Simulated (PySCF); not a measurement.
# Ru²⁺: ionisation energy

Ru²⁺ [Kr] 4d6 (5D) → Ru³⁺ [Kr] 4d5 (6S), as a difference of total energies. Computed with PySCF 2.14 in aug-cc-pVTZ-PP with ECP28MDF, with a scalar-relativistic core potential. Correlated levels: valence: 4s2 4p6 frozen. The calculations carry no spin-orbit coupling.

| method | ionisation energy (eV) | difference from reference (eV) |
| --- | --- | --- |
| UHF | 26.442 | -2.028 |
| LDA | 28.643 | +0.173 |
| PBE | 28.511 | +0.041 |
| PBE0 | 28.301 | -0.169 |
| r2SCAN | 27.912 | -0.558 |
| B97-3 | 28.453 | -0.017 |
| TPSSh | 28.282 | -0.188 |
| BP86 | 28.705 | +0.235 |
| B3LYP | 28.572 | +0.102 |
| MP2 (valence) | 27.697 | -0.773 |
| SCS-MP2 (valence) | 27.942 | -0.528 |

Reference: 28.47 eV (semi-empirical (NIST evaluation); NIST Atomic Spectra Database, ionization energies).

The reference lies between the lowest fine-structure levels, while these numbers refer to the centres of the terms.

Errors of the correlated levels include the incompleteness of this basis and the frozen core.
